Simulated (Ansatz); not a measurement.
Program: Ansatz 0.2.0.

Basis-set series for CdH2S2, SMILES `[SH][Cd][SH]`. The species carries charge 0 and has multiplicity 1. Cd takes the def2 core potential. Geometry: relaxed with PBE0-D4/def2-TZVP. It is one conformer, not always the lowest.

```csv
functional,basis,functions,energy (Eh),HOMO (eV),LUMO (eV)
PBE0-D4,def2-SVP,77,-964.84158,-7.22,-1.25
PBE0-D4,def2-TZVPP,168,-965.16116,-7.36,-1.39
ωB97M-V,def2-SVP,77,-965.01141,-9.36,0.53
ωB97M-V,def2-TZVPP,168,-965.33157,-9.54,0.31
```

Give the rows for def2-QZVPP. (Best estimate.)

The calculation gave: 
| functional | basis | functions | energy (Eh) | HOMO (eV) | LUMO (eV) |
| --- | --- | --- | --- | --- | --- |
| PBE0-D4 | def2-QZVPP | 288 | -965.18965 | -7.40 | -1.47 |
| ωB97M-V | def2-QZVPP | 288 | -965.35901 | -9.59 | 0.05 |

Positive LUMOs are unbound and depend on the basis.
